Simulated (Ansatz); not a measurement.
Gas-phase electronic energies from Ansatz, PBE0-D4/def2-TZVP geometries. CCSD(T)/CBS adds triple-zeta CCSD(T) − MP2 to the extrapolated MP2 energy (def2 sets, frozen cores). Double bonds are as drawn, so ΔE can hold a change between cis and trans. Functionals use def2-TZVPP. Elements past krypton have def2 core potentials. For In outer-core shells are correlated without core-valence functions, which leaves a few kJ/mol of doubt a bond. One conformer a species, not always the lowest.

`C/C(F)=C\O` + `[OH][InH][Cl]` → `C[O][InH][Cl]` + `O/C=C\F`  (substitution at a C–C bond)

`C/C(F)=C\O`:

```xyz
10

C     0.320    0.154   -1.182
C    -0.592    0.273   -0.023
F    -1.762    0.880   -0.335
C    -0.425   -0.120    1.233
O     0.662   -0.742    1.754
H     0.568    1.141   -1.582
H     1.255   -0.344   -0.919
H    -0.150   -0.422   -1.985
H    -1.203    0.046    1.967
H     1.327   -0.866    1.070
```

`[OH][InH][Cl]`:

Cartesian coordinates in Å:
```
O -0.142 1.111 -1.014
In 0.482 -0.217 0.297
Cl -1.318 -1.502 1.041
H -1.089 1.046 -1.161
H 2.066 -0.438 0.837
```

`C[O][InH][Cl]`:

Cartesian coordinates in Å:
```
C -1.276 0.210 -0.251
O -0.082 -0.107 -0.923
In 1.657 -0.321 -0.039
Cl 1.442 0.025 2.256
H -1.151 0.329 0.832
H -1.686 1.145 -0.648
H -2.015 -0.582 -0.419
H 3.111 -0.699 -0.809
```

`O/C=C\F`:

Cartesian coordinates in Å:
```
O 1.299 -0.397 -0.684
C 0.088 0.188 -0.592
C -0.698 0.171 0.474
F -0.299 -0.473 1.592
H 1.497 -0.828 0.155
H -0.220 0.700 -1.493
H -1.668 0.639 0.548
```

| level | ΔE (kcal/mol) | difference from CCSD(T)/CBS |
| --- | --- | --- |
| PBE0-D4 | 16.4 | 0.5 |
| B2PLYP | 15.4 | -0.5 |
| PBE | 16.0 | 0.1 |
| HF/def2-TZVPP | 13.8 | -2.1 |
| MP2/def2-TZVPP | 17.1 | 1.2 |
| CCSD/def2-TZVPP | 15.6 | -0.3 |
| SCS-MP2/def2-QZVPP | 15.9 | 0.0 |
| HF/CBS(def2) | 13.5 | -2.4 |
| MP2/CBS(def2) | 17.3 | 1.4 |
| CCSD/CBS(def2) | 15.8 | -0.1 |
| CCSD(T)/CBS | 15.9 | 0 |

Largest T1 diagnostic among the species: 0.016.

In def2-TZVPP, CCSD(T) changes the Hartree–Fock value by +1.9 kcal/mol (the triples alone add +0.1 kcal/mol) and MP2 by +3.2 kcal/mol.
